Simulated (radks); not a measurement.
Question: Species: Ag3+. Configuration: [Ar] 3d10 4s1.75 4p6 4d8 5s0.25 (fractional occupations, a model configuration). Calculated with a radial shooting solver on a logarithmic mesh with Libxc functionals: Dirac Kohn-Sham, BLYP, spin-unpolarised, spherical densities, finite nucleus; open shells are shared between the two j in proportion to 2j + 1; Fermi nuclear charge, rms radius 4.5454 fm. Some entries of the table are withheld. Estimate them.

orbital  occ.  eigenvalue (hartree)  r(max) (bohr)
1s1/2       2                   (1)        0.02015
2s1/2       2             -138.5103         0.1141
2p1/2       2             -128.8428            (2)
2p3/2       4             -122.3961            (3)
3s1/2       2             -26.63905         0.3328
3p1/2       2             -22.79292         0.3192
3p3/2       4             -21.65499         0.3291
3d3/2       4                   (4)            (5)
3d5/2       6                   (6)            (7)
4s1/2    1.75              -4.97347         0.8199
4p1/2       2              -3.74892            (8)
4p3/2       4              -3.55446            (9)
4d3/2     3.2              -1.66953         0.9994
4d5/2     4.8              -1.64432          1.009
5s1/2    0.25              -1.18494          2.087

Answer: 
(1) 1s1/2 eigenvalue (hartree): -931.9933
(2) 2p1/2 r(max) (bohr): 0.08817
(3) 2p3/2 r(max) (bohr): 0.09243
(4) 3d3/2 eigenvalue (hartree): -14.84151
(5) 3d3/2 r(max) (bohr): 0.2720
(6) 3d5/2 eigenvalue (hartree): -14.61225
(7) 3d5/2 r(max) (bohr): 0.2748
(8) 4p1/2 r(max) (bohr): 0.8551
(9) 4p3/2 r(max) (bohr): 0.8793
